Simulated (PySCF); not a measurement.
**Stretching GeSb**

Set-up: Ge x2c-SVPall, Sb x2c-SVPall; spin-free X2C with a Gaussian nucleus (PySCF 2.14). Energies in eV from Ge + Sb in their ground configurations at the same level. State: ²Π (doublet), unpaired electrons π ↑.

All columns are BHandHLYP. A positive dipole means Ge(−)Sb(+).

```tsv
R (Å)	E (eV)	μ (D)	Mulliken charge on Ge (basis-dependent)	HOMO (eV)	LUMO (eV)	Mayer bond order	⟨S²⟩
2.099	-1.098	0.35	-0.01	-6.95	-3.83	2.29	0.75
2.197	-1.820	0.12	0.03	-7.00	-3.63	2.29	0.75
2.295	-2.207	-0.11	0.06	-6.76	-3.44	2.29	0.75
2.368	-2.335	-0.29	0.08	-6.59	-3.31	2.28	0.76
2.441	-2.361	-0.45	0.09	-6.42	-3.19	2.26	0.78
2.514	-2.315	-0.57	0.10	-6.30	-3.09	2.17	0.86
2.612	-2.191	-0.64	0.10	-6.22	-2.98	1.95	1.06
2.734	-1.988	-0.73	0.09	-6.20	-2.85	1.68	1.27
2.880	-1.715	-0.88	0.09	-6.20	-2.73	1.44	1.46
3.076	-1.344	-1.10	0.09	-6.25	-2.61	1.21	1.63
```

⟨S²⟩ of the unrestricted solution departs from its pure value on part of the curve, where spin states mix. These are scalar-relativistic numbers at best; spin–orbit coupling would shift them, the dissociation energy most. The state is the lowest determinant that a PBE0 search found; another state may lie lower at other levels.
